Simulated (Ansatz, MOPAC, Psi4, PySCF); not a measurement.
System: C₂H₂Cl (charge 0, doublet). SMILES: [H]/[C]=C\Cl
Structure (B3LYP-D3(BJ)/def2-TZVP (Ansatz, an electronic-structure program) minimum search):
```xyz
5

C      1.7016    -0.2584     0.0228
C      0.6654     0.5164     0.0131
Cl    -0.9934    -0.1090    -0.0151
H      1.9960    -1.2918     0.0201
H      0.6906     1.5972     0.0208
```
Charge 0, spin multiplicity 2.

Property: size of the dipole moment, in D. Set-up: non-relativistic; LANL2DZ with its own core potentials from Na on; UHF or UKS for open shells; six Cartesian d functions in 6-31G* and its kin unless marked 5d; 6-311+G** with 5d, 6d on Na to Ar in Ansatz; dispersion terms only where a functional's name holds one; spin-orbit terms left out. First-principles rows: single points at B3LYP-D3(BJ) geometries (Ansatz). Semi-empirical rows: dipoles at the shared geometry.

| level | program | size of the dipole moment (D) |
|---|---|---|
| PM6 | MOPAC | 1.05 |
| PBE/3-21G | Ansatz | 1.25 |
| PBE/def2-SVP | Ansatz | 0.78 |
| PBE/6-311+G** | Ansatz | 0.94 |
| BLYP/6-31G* | Ansatz | 1.12 |
| BP86/def2-SVP | PySCF | 0.79 |
| BP86/6-31G* (5d) | PySCF | 1.13 |
| B3LYP/3-21G | Ansatz | 1.36 |
| B3LYP/LANL2DZ | Ansatz | 1.18 |
| B3LYP/6-31G* | Ansatz | 1.21 |
| B3LYP/def2-SVP | Ansatz | 0.86 |
| PBE0/6-311+G** | Ansatz | 1.08 |
| wB97X-D/6-31G* | Psi4 | 1.28 |
| B3PW91/6-31G* (5d) | PySCF | 1.23 |

No value to compare with is used here. The 14 habitual levels span 0.78 (PBE/def2-SVP) to 1.36 D (B3LYP/3-21G).

The levels are drawn from those run, B3LYP/6-31G* more often than the rest, none by its result; runs whose electronic state is in doubt are left out.
